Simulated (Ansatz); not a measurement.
Stepwise reaction of `F[SiH](Cl)O[SiH2]Cl` with hydrogen fluoride, as a gas-phase model of exchange steps in deposition or etching. ΔE in kJ/mol.

Calculated with Ansatz (gas phase, PBE0-D4/def2-TZVP geometries, no zero-point term in ΔE). CCSD(T)/CBS adds triple-zeta CCSD(T) − MP2 to the extrapolated MP2 energy (def2 sets, frozen cores). This one scheme is used for every species. DFT in def2-TZVPP. B3LYP here is the variant with VWN-RPA as its local correlation; programs differ in this. One conformer a species, not always the lowest.

```tsv
step	reaction	PBE-D4	B3LYP-D4	ωB97M-V	CCSD(T)/CBS
2	`F[SiH](F)O[SiH2]Cl` + H–F → `F[SiH2]O[SiH](F)F` + HCl	-37.7	-47.5	-46.2	-44.4
```

**Question.** Give the row of step 1, `F[SiH](Cl)O[SiH2]Cl` + H–F → `F[SiH](F)O[SiH2]Cl` + HCl. (Best estimate.)

**Answer.** The calculation gave: 
| step | reaction | PBE-D4 | B3LYP-D4 | ωB97M-V | CCSD(T)/CBS |
| --- | --- | --- | --- | --- | --- |
| 1 | `F[SiH](Cl)O[SiH2]Cl` + H–F → `F[SiH](F)O[SiH2]Cl` + HCl | -43.3 | -53.6 | -51.9 | -50.8 |

**Question.** By hand: ΔE of the 2 steps together at CCSD(T)/CBS.

**Answer.** (-50.8) + (-44.4) = -95.2 kJ/mol, or -47.6 kJ/mol a step.

In ΔE each step is higher than the one before. All are downhill at CCSD(T)/CBS. PBE-D4 differs from CCSD(T)/CBS by 6.7 to 7.5 kJ/mol a step. Only this route is followed, and other bonds may react first. Isolated molecules leave out the surface, adducts and barriers. Largest T1 diagnostic: 0.012.
